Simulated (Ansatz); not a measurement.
`[NH2][Al]([F])[Cl]` + `[F][Al]([Cl])[Cl]` → `[NH2][Al]([F])[F]` + aluminium trichloride at 500 K and 1 bar (redistribution).

Gas-phase electronic energies from Ansatz, PBE0-D4/def2-TZVP geometries. CCSD(T)/CBS adds triple-zeta CCSD(T) − MP2 to the extrapolated MP2 energy (def2 sets, frozen cores). This one scheme is used for every species. Each species was taken in one conformer, which may not be the lowest.

```
             species  CCSD(T)/CBS energy (Eh)  H − E (kJ/mol)  S (J/(mol·K))
`[NH2][Al]([F])[Cl]`               -857.68991           114.6          363.5
 `[F][Al]([Cl])[Cl]`              -1261.58534            45.6          348.3
 `[NH2][Al]([F])[F]`               -497.71159           115.9          344.4
`[Cl][Al]([Cl])[Cl]`              -1621.56364            44.4          352.4
```

H − E and S are ideal-gas, rigid-rotor, harmonic terms from PBE0-D4/def2-TZVP, for one conformer and one mirror image of each species. 1 Eh = 2625.50 kJ/mol, R = 8.31446 J/(mol·K).

By hand: ΔE, ΔH, ΔS and ΔG.

ΔE = (-497.71159) + (-1621.56364) − (-857.68991) − (-1261.58534) = 0.00002 Eh = 0.1 kJ/mol. Δ(H − E) = 115.9 + 44.4 − 114.6 − 45.6 = 0.1, so ΔH = 0.2 kJ/mol. ΔS = 344.4 + 352.4 − 363.5 − 348.3 = -15.0 J/(mol·K). ΔG = 0.2 − 500 × (-15.0)/1000 = 7.7 kJ/mol.

By hand: the equilibrium constant, and the temperature at which ΔG would vanish if ΔH and ΔS stayed fixed.

log₁₀ K = −ΔG/(RT ln 10) = -0.8. ΔH and −TΔS have one sign here, so there is no such temperature. One of them is within its doubt of zero, so this could turn.

TΔS isn't small against ΔH here. A doubt of 5 kJ/mol in ΔE shifts log₁₀ K by 0.5 here. Other conformers and mirror images would add mixing entropy, several J/(mol·K) or more a flexible species. These are equilibria of isolated gas molecules and say nothing of rates. Largest T1 diagnostic: 0.012 (customary marks: 0.02 for closed shells, 0.045 for open ones).
